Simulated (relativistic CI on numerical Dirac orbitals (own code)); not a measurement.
Ta3+ (5d2) in a crystal field

Calculated by Dirac-Coulomb-Breit CI, orbitals from a KLI potential per configuration, model QED, valence Slater integrals scaled by 0.9, one configuration in a parametric crystal field (own radial code). With so little scaling, terms lie 10 to 35 % too far apart, which can change the order of excited levels.

Field parameters in Wybourne normalisation: D4h B²₀ = −7Ds, B⁴₀ = 21(Dq − Dt), B⁴₄ = 21√(5/14) Dq. The field is a parameter set, without covalency.

S is read from ⟨S²⟩ = S(S + 1).

Powder χT (cm³ K mol⁻¹) by Van Vleck's formula, with temperature-independent terms:

| Field | 2 K | 5 K | 10 K | 20 K | 50 K | 100 K | 200 K | 300 K |
| --- | --- | --- | --- | --- | --- | --- | --- | --- |
| D4h, 10Dq = 36200, Ds = -1500, Dt = 560 cm⁻¹ | 0.0018 | 0.00451 | 0.00902 | 0.018 | 0.0438 | 0.0784 | 0.136 | 0.191 |
| D4h, 10Dq = 36200, Ds = 3000, Dt = 560 cm⁻¹ | 0.00337 | 0.00842 | 0.0168 | 0.0337 | 0.0842 | 0.171 | 0.333 | 0.434 |
| D4h, 10Dq = 36200, Ds = 2590, Dt = 560 cm⁻¹ | 0.00294 | 0.00734 | 0.0147 | 0.0294 | 0.0735 | 0.149 | 0.296 | 0.391 |
| D4h, 10Dq = 36200, Ds = 2180, Dt = 560 cm⁻¹ | 0.00245 | 0.00613 | 0.0123 | 0.0245 | 0.0613 | 0.125 | 0.252 | 0.338 |
| D4h, 10Dq = 36200, Ds = 1770, Dt = 560 cm⁻¹ | 0.00194 | 0.00484 | 0.00969 | 0.0194 | 0.0485 | 0.0995 | 0.202 | 0.274 |
| D4h, 10Dq = 36200, Ds = 1360, Dt = 560 cm⁻¹ | 0.00149 | 0.00372 | 0.00743 | 0.0149 | 0.0372 | 0.0773 | 0.152 | 0.203 |
| D4h, 10Dq = 36200, Ds = 950, Dt = 560 cm⁻¹ | 0.00139 | 0.00348 | 0.00696 | 0.014 | 0.0357 | 0.0706 | 0.12 | 0.159 |
| D4h, 10Dq = 36200, Ds = 550, Dt = 560 cm⁻¹ | 0.00142 | 0.00354 | 0.00708 | 0.0142 | 0.0353 | 0.069 | 0.129 | 0.177 |

Q: For D4h, 10Dq = 36200, Ds = 2590, Dt = 560 cm⁻¹: what effective moment follows at 300 K?

A: μ_eff = √(8χT) = 1.77 μB. The ground level has S = 0.99; the spin-only moment for S = 1 is 2.83 μB. The difference comes from the orbital moment, spin-orbit mixing of terms and temperature-independent paramagnetism, all larger in this ionic model than in covalent complexes. The ground level is a non-magnetic singlet, so χT starts at zero and rises through temperature-independent paramagnetism and the filling of excited levels.
